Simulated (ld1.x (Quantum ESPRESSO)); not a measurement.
**Which change was made? (Cl, TM)**

Cl, norm-conserving Troullier–Martins (Kleinman–Bylander form), made with ld1.x (Quantum ESPRESSO) 7.5 (BP86, fully relativistic). Core [Ne], reference 3s2 3p5. Waves: 3s (bound): rc 1.30 bohr; 3p (bound): rc 1.15 bohr; 3d channel at -0.1 Ry: rc 1.35 bohr. Local part: the d channel. Core correction: Bessel-smoothed model core inside 1.15 bohr.

Open shells are filled in proportion to 2j + 1 (rel_dist='average').

Cutoffs, loose and tight: the cutoffs (Ry, on a coarse ladder) from which the occupation-weighted sum of valence levels, in a spherical-Bessel basis at the reference potential, stays within 10 and 1 mRy of its value at 400 Ry. They do not see the model core or the augmentation charge, which bear on the density cutoff. Test errors are all-electron minus pseudo excitation energies from the reference, over the configurations 3s2 3p4; 3s2 3p3; 3s2 3p2; 3s1 3p6; 3s2 3p5.3; 3s2 3p4.5; 3s1 3p5; variants that change the core or the reference have their own tests.

The base gives: outcome: generated; cutoff, loose: 70 Ry; cutoff, tight: 140 Ry; bound ghosts: none; largest test error (meV): +130.

Question: After one change the result is: outcome: generated; cutoff, loose: 40 Ry; cutoff, tight: 80 Ry; bound ghosts: none; largest test error (meV): +131. Which change was it?
A. wave 3p (bound): rc 1.15 bohr becomes 3p (bound): rc 1.42 bohr
B. wave 3s (bound): rc 1.30 bohr becomes 3s (bound): rc 1.00 bohr
C. wave 3d channel at -0.1 Ry: rc 1.35 bohr becomes 3d channel at -0.1 Ry: rc 0.96 bohr
D. core [He], valence charge 15; reference 2s2 2p6 3s2 3p5; waves now 2s (bound): rc 0.50 bohr; 2p (bound): rc 0.80 bohr; 3d channel at -0.1 Ry: rc 0.65 bohr; core correction none

Answer: A. The others give: wave 3s (bound): rc 1.30 bohr becomes 3s (bound): rc 1.00 bohr → outcome: generated; cutoff, loose: 120 Ry; cutoff, tight: 230 Ry; bound ghosts: none; largest test error (meV): +158 | core [He], valence charge 15; reference 2s2 2p6 3s2 3p5; waves now 2s (bound): rc 0.50 bohr; 2p (bound): rc 0.80 bohr; 3d channel at -0.1 Ry: rc 0.65 bohr; core correction none → outcome: generated, misses its reference levels by 0.51 eV; bound ghosts: none; largest test error (meV): +2767 | wave 3d channel at -0.1 Ry: rc 1.35 bohr becomes 3d channel at -0.1 Ry: rc 0.96 bohr → outcome: generated; cutoff, loose: 70 Ry; cutoff, tight: 140 Ry; bound ghosts: s; largest test error (meV): +49.
